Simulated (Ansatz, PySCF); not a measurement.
C$_{3}$H$_{9}$B, singlet, geometry from GFN2-xTB, atoms displaced at random by about 0.03 Å a coordinate. Base run: R2SCAN/STO-3G, gradient run with PySCF.

The PySCF input:
```python
from pyscf import gto, scf, dft

mol = gto.Mole()
mol.atom = '''
    B    -0.655438    1.486429    0.372327
    H    -1.247903    1.612872    1.372348
    H    -0.355290    2.411210   -0.211369
    C    -0.287451    0.051246   -0.146465
    C    -0.190971   -1.067610    0.889928
    C     0.942982   -0.035542   -1.058264
    H    -1.142811   -0.284847   -0.775452
    H    -0.018335   -2.029278    0.508303
    H     0.682030   -0.899707    1.555211
    H    -1.109315   -1.152280    1.564040
    H     0.808197    0.654093   -1.874099
    H     1.026329   -1.071637   -1.523119
    H     1.868932    0.162018   -0.559140
'''
mol.basis = 'sto-3g'
mol.charge = 0
mol.spin = 0
mol.verbose = 4
mol.build()

mf = dft.RKS(mol)
mf.xc = 'r2scan'
mf.kernel()
g = mf.nuc_grad_method()
grad = g.kernel()
```

Programs used: Ansatz (a quantum-chemistry and plane-wave program), PySCF; a row that names a program was run with it.

The coordinate followed is y of atom 5.

Each row names what was changed in the base input (with any setting that the change needs).

```tsv
change	dE/dx (Eh/bohr)	net force (Eh/bohr)
base	-0.023809	0.000354
grids.level = 1; grid_response = on	-0.023771	0.000000
grids.level = 1; grid_response = off	-0.024334	0.002705
finite difference step (bohr) = 0.2; conv_tol = 1e-11	?	-
conv_tol = 1e-4	-0.023785	0.000353
finite difference step (bohr) = 1e-3; conv_tol = 1e-11	-0.023700	-
grids.level = 5; grid_response = on	-0.023754	0.000000
code = ansatz	-0.023749	0.000000
finite difference step (bohr) = 0.01; conv_tol = 1e-11	-0.023715	-
grids.level = 0; grid_response = on	?	0.000000
grids.level = 0; grid_response = off	?	0.011896
density fitting = on	-0.023804	0.000354
```

Task: Some entries are withheld; supply them.

Result: 
- finite difference step (bohr) = 0.2; conv_tol = 1e-11, dE/dx (Eh/bohr): -0.029727
- grids.level = 0; grid_response = on, dE/dx (Eh/bohr): -0.028081
- grids.level = 0; grid_response = off, dE/dx (Eh/bohr): -0.026144

The net force is zero for an exact gradient.
